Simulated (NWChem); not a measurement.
C₂H₆OSe; SMILES CO[Se]C

```xyz
10

Se    -0.4703     0.5114    -0.0168
C      1.3551     1.2115     0.0509
H      1.2876     2.2827    -0.2278
H      2.0169     0.6922    -0.6682
H      1.7490     1.1236     1.0809
O     -0.1212    -1.1737     0.6452
C      0.3155    -2.1100    -0.3283
H      1.2941    -1.8343    -0.7870
H      0.4457    -3.0726     0.2101
H     -0.4224    -2.2584    -1.1491
```
Atoms are numbered in this order, from 1.

Level: PBE-D3(BJ)/def2-SVP (NWChem), optimised geometry, unscaled harmonic frequencies. This build's default masses of Se (78.918 u) and Br (79.917 u) are each other's, which moves their modes by up to 0.6 %.

| frequency (cm⁻¹) | IR intensity (km/mol) |
|---|---|
| 87 | 1.9 |
| 124 | 0.4 |
| 154 | 0.2 |
| 245 | 6.6 |
| 309 | 1.2 |
| 565 | 27.0 |
| 579 | 2.4 |
| 850 | 14.2 |
| 871 | 7.8 |
| 1034 | 82.5 |
| 1127 | 0.5 |
| 1139 | 10.7 |
| 1228 | 1.2 |
| 1368 | 9.5 |
| 1390 | 3.6 |
| 1396 | 14.8 |
| 1400 | 3.6 |
| 1429 | 19.2 |
| 2913 | 65.2 |
| 2978 | 7.2 |
| 2989 | 47.8 |
| 3036 | 16.7 |
| 3089 | 3.4 |
| 3103 | 1.8 |

```json
{
  "zero_point_energy": "47.7 kcal/mol",
  "thermal correction to the enthalpy at 298.15 K (with zero-point energy)": "52.4 kcal/mol",
  "heat capacity Cv": "20.0 cal/(mol K)",
  "entropy at 298.15 K and 1 atm (symmetry number 1)": "80.4 cal/(mol K)",
  "dipole_moment": "1.77 D"
}
```

Rigid rotor and harmonic oscillator; modes under 100 cm⁻¹ make the entropy uncertain.
